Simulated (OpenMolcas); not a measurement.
## OpenMolcas run: F3+

Input:

```
&GATEWAY
Coord
1

F 0.0 0.0 0.0
Basis=ANO-R2
Group=XYZ
NoMove
AngMom=0.0 0.0 0.0
AMFI
&SEWARD
* reference wave functions (RASSCF and RASSI steps not shown): 4 electrons in 8 orbitals (2s 2p 3s 3p)
>>> COPY JOB001 $Project.JobIph
&CASPT2
Multistate=3 1 2 3
Frozen=0 0
IPEA=0.25
Imaginary=0.1
MaxIter=60
WThr=0.0 0.3 0.05
PrWF=0.5
NoMix
>>> COPY JOB002 $Project.JobIph
&CASPT2
Multistate=6 1 2 3 4 5 6
Frozen=0 0
IPEA=0.25
Imaginary=0.1
MaxIter=60
WThr=0.0 0.3 0.05
PrWF=0.5
NoMix
>>> COPY JOB003 $Project.JobIph
&CASPT2
Multistate=1 1
Frozen=0 0
IPEA=0.25
Imaginary=0.1
MaxIter=60
WThr=0.0 0.3 0.05
PrWF=0.5
NoMix
...
```

Output, cut to the results:

```
--- CASPT2 ---
Orbital specifications:
      -----------------------

      Symmetry species                           1   2
                                                ag  au
      Frozen orbitals                            0   0
      Inactive orbitals                          1   0
      Active orbitals                            2   6
      Secondary orbitals                        11  13
      Deleted orbitals                           0   0
      Number of basis functions                 14  19
Type of calculation                        MS-CASPT2
      Fock operator                              state-specific
      IPEA shift                                 0.25
      Real shift                                 0.00
      Imaginary shift                            0.10
      The input orbitals will be transformed to quasi-canonical
Reference energy:         -95.4512263588
      E2 (Non-variational):      -0.0683301384
      Shift correction:          -0.0000152946
      E2 (Variational):          -0.0683454330
      Total energy:             -95.5195717918
      Residual norm:              0.0000007701
      Reference weight:           0.99148
      Contributions to the CASPT2 correlation energy
      Active & Virtual Only:         -0.0571913848
      One Inactive Excited:          -0.0062449090
      Two Inactive Excited:          -0.0048938446
Reference energy:         -95.4512263588
      E2 (Non-variational):      -0.0683299502
      Shift correction:          -0.0000152942
      E2 (Variational):          -0.0683452444
      Total energy:             -95.5195716032
      Residual norm:              0.0000007702
      Reference weight:           0.99148
      Contributions to the CASPT2 correlation energy
      Active & Virtual Only:         -0.0571911998
      One Inactive Excited:          -0.0062449058
      Two Inactive Excited:          -0.0048938446
::    CASPT2 Root  1     Total energy:    -95.51957179
::    CASPT2 Root  2     Total energy:    -95.51957160
::    CASPT2 Root  3     Total energy:    -95.51957136
::    MS-CASPT2 Root  1     Total energy:    -95.51957179
::    MS-CASPT2 Root  2     Total energy:    -95.51957160
::    MS-CASPT2 Root  3     Total energy:    -95.51957136
--- CASPT2 ---
Orbital specifications:
      -----------------------

      Symmetry species                           1   2
                                                ag  au
      Frozen orbitals                            0   0
      Inactive orbitals                          1   0
      Active orbitals                            2   6
      Secondary orbitals                        11  13
      Deleted orbitals                           0   0
      Number of basis functions                 14  19
Type of calculation                        MS-CASPT2
      Fock operator                              state-specific
      IPEA shift                                 0.25
      Real shift                                 0.00
      Imaginary shift                            0.10
      The input orbitals will be transformed to quasi-canonical
Reference energy:         -95.3251752793
      E2 (Non-variational):      -0.0784395914
      Shift correction:          -0.0000181613
      E2 (Variational):          -0.0784577526
      Total energy:             -95.4036330320
      Residual norm:              0.0000001994
      Reference weight:           0.98993
      Contributions to the CASPT2 correlation energy
      Active & Virtual Only:         -0.0672763882
      One Inactive Excited:          -0.0062593783
      Two Inactive Excited:          -0.0049038249
Reference energy:         -95.3251752793
      E2 (Non-variational):      -0.0784660446
      Shift correction:          -0.0000181345
      E2 (Variational):          -0.0784841790
      Total energy:             -95.4036594583
      Residual norm:              0.0000002075
      Reference weight:           0.98993
      Contributions to the CASPT2 correlation energy
      Active & Virtual Only:         -0.0673025602
      One Inactive Excited:          -0.0062596789
      Two Inactive Excited:          -0.0049038055
::    CASPT2 Root  1     Total energy:    -95.40363303
::    CASPT2 Root  2     Total energy:    -95.40365946
::    CASPT2 Root  3     Total energy:    -95.40364976
::    CASPT2 Root  4     Total energy:    -95.40365842
::    CASPT2 Root  5     Total energy:    -95.40365405
::    CASPT2 Root  6     Total energy:    -95.27650313
::    MS-CASPT2 Root  1     Total energy:    -95.40368476
::    MS-CASPT2 Root  2     Total energy:    -95.40366594
::    MS-CASPT2 Root  3     Total energy:    -95.40365402
::    MS-CASPT2 Root  4     Total energy:    -95.40363607
::    MS-CASPT2 Root  5     Total energy:    -95.40361407
::    MS-CASPT2 Root  6     Total energy:    -95.27650300
--- CASPT2 ---
Orbital specifications:
      -----------------------

      Symmetry species                           1   2
                                                ag  au
      Frozen orbitals                            0   0
      Inactive orbitals                          1   0
      Active orbitals                            2   6
      Secondary orbitals                        11  13
      Deleted orbitals                           0   0
      Number of basis functions                 14  19
Type of calculation                        SS-CASPT2
      Fock operator                              state-specific
      IPEA shift                                 0.25
      Real shift                                 0.00
      Imaginary shift                            0.10
      The input orbitals will be transformed to quasi-canonical
Reference energy:         -95.1624297956
      E2 (Non-variational):      -0.0304845299
      Shift correction:          -0.0000023923
      E2 (Variational):          -0.0304869221
      Total energy:             -95.1929167178
      Residual norm:              0.0000005154
      Reference weight:           0.99783
...
```

Levels above the lowest, from the spin-orbit matrix with the single-state CASPT2 energies, averaged by term, on its diagonal:

| Configuration | Term | J | E (cm-1) | Measured (cm-1) | g | Term weight % |
| --- | --- | --- | --- | --- | --- | --- |
| 2s2 2p2 | 3P | 0 | 0.0 | 0.0 |  | 100 |
| 2s2 2p2 | 3P | 1 | 214 | 225 | 1.501 | 100 |
| 2s2 2p2 | 3P | 2 | 627 | 613 | 1.501 | 100 |
| 2s2 2p2 | 1D | 2 | 25870 | 25241 | 1.000 | 100 |
| 2s2 2p2 | 1S | 0 | 53780 | 53544 |  | 100 |
| 2s 2p3 | 5S* | 2 | 72110 |  | 2.002 | 100 |
| 2s 2p3 | 3D* | 1 | 146900 | 147902 | 0.499 | 100 |
| 2s 2p3 | 3D* | 2 | 146900 | 147889 | 1.167 | 100 |
| 2s 2p3 | 3D* | 3 | 146920 | 147842 | 1.334 | 100 |
| 2s 2p3 | 3P* | 0 | 175160 |  |  | 100 |
| 2s 2p3 | 3P* | 1 | 175170 | 175242 | 1.501 | 100 |
| 2s 2p3 | 3P* | 2 | 175190 | 175237 | 1.501 | 100 |
| 2s 2p3 | 1D* | 2 | 230340 |  | 1.000 | 100 |
| 2s 2p3 | 3S* | 1 | 238810 |  | 2.002 | 100 |
| 2s 2p3 | 1P* | 1 | 258080 | 257390 | 1.000 | 100 |

Against the 10 measured excited levels shown (Moore, Atomic Energy Levels, vol. I, NSRDS-NBS 35 (1971 reprint of NBS Circular 467, 1949)) the mean absolute deviation is 460 cm-1; the largest miss in energy is 2s 2p3 3D* 1: computed 146900, measured 147902 cm-1 (-0.7 %), and the largest in proportion 2s2 2p2 3P1 (-4.8 %).

CASPT2 does not keep the components of a term degenerate, so their means are used; among the terms shown or strongly mixed into the levels shown the widest spread is 28 cm-1 (2s 2p3 3D*). Active for correlation alone: 3p 3s; no level in the range computed is led by a configuration that fills them, so any true level of that kind is missing. Measured partners are found by configuration, term and J. A level has none where our copy of the source lacks it or the pairing is in doubt (some pairs that miss far off the trend of their configuration count as doubtful), and it then counts in no deviation. Only configurations of the active space appear. The first state left out of the spin-orbit step lies near 360000 cm-1 above the lowest spin-free state of the reference (among the parities and spins computed), and the list stops at four fifths of that energy or lower.

The term weight is that of the spin-free term in the level, not the purity of its configuration. * marks odd parity.
